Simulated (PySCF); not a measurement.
Species: `C=C1CO[Si@H](Cl)C1`. The columns A, B, C and D hold Mulliken, IAO, Hirshfeld and ESP-fitted charges (e) of one PBE0/pcSseg-1 density (PySCF), in a shuffled order. Coordinates in Å (GFN2-xTB); the density's dipole moment is (-1.94, -1.10, 0.17) D.

```csv
atom,x,y,z,A,B,C,D
C1,-2.046,-0.433,-0.042,-0.056,-0.114,-0.709,-0.341
C2,-0.771,-0.097,-0.127,-0.499,+0.006,+0.341,+0.008
C3,-0.294,1.334,-0.056,+0.227,+0.007,-0.045,-0.061
O4,1.077,1.390,0.266,-0.614,-0.239,-0.371,-0.653
Si5,1.822,-0.050,0.438,+0.974,+0.414,+0.485,+1.142
Cl6,3.508,-0.050,-0.643,-0.301,-0.111,-0.165,-0.297
C7,0.370,-1.062,-0.264,-0.438,-0.169,-0.367,-0.583
H8,-2.363,-1.460,-0.092,+0.104,+0.046,+0.238,+0.151
H9,-2.822,0.305,0.069,+0.101,+0.046,+0.227,+0.147
H10,-0.432,1.835,-1.022,+0.139,+0.045,+0.088,+0.152
H11,-0.850,1.894,0.702,+0.132,+0.048,+0.099,+0.152
H12,2.123,-0.315,1.838,-0.093,-0.075,-0.061,-0.148
H13,0.528,-1.290,-1.322,+0.173,+0.047,+0.117,+0.169
H14,0.149,-2.002,0.234,+0.151,+0.048,+0.123,+0.163
```

Question: Which column most likely holds the ESP-fitted charges?

Answer: C. Σ q r misses the density's dipole by 0.04 D (C), 0.93 D (A), 1.02 D (D), 1.30 D (B). Charges fitted to the outside potential are the only set here that is tied to the molecule's multipoles.

Question: And the Hirshfeld charges?

Answer: B. The mean sizes are 0.101 e (B), 0.245 e (C), 0.286 e (A), 0.298 e (D), and Hirshfeld charges are commonly the smallest of these schemes.

As computed, A = Mulliken, B = Hirshfeld, C = ESP-fitted, D = IAO. Hydrogens on carbon: Mulliken +0.10 to +0.17, Hirshfeld +0.05 to +0.05, ESP-fitted +0.09 to +0.24, IAO +0.15 to +0.17 e.

The Hirshfeld scheme divides the density at each point in proportion to the densities of the neutral, spherically averaged free atoms. The ESP scheme is a least-squares fit of atom-centred charges to the potential on four shells outside the van der Waals surface, with the total charge fixed.

Geometry: GFN2-xTB, one conformer, isolated molecule.

The run behind these numbers computed NMR shieldings as well. On one thread, Arm Neoverse N1 (aarch64), no GPU, on a shared host, this took 41 s and 0.75 GiB of memory at its peak.
